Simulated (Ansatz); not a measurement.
## Ansatz (development build ahead of 0.2.0) run

```yaml
crystal:
  periodic: [false, false, false]
  atoms:
    - { symbol: Cu, position_ang: [0.0, 0.0, -1.02686] }
    - { symbol: Cu, position_ang: [0.0, 0.0, 1.02686] }
basis:
  gaussian: { orbitals: def2-TZVP }
hamiltonian:
  xc: hf
correlation:
  method: mp2
  frozen_orbitals: { Cu: 5 }
```

The input is written out in the form of the current development build from the run's settings.

Results

```yaml
Converged: yes
Reference_energy: -3277.84404 hartree
Correlation_energy: -1.38340 hartree
Total_energy: -3279.22744 hartree
Spin_squared_of_the_determinant: 0.000
```
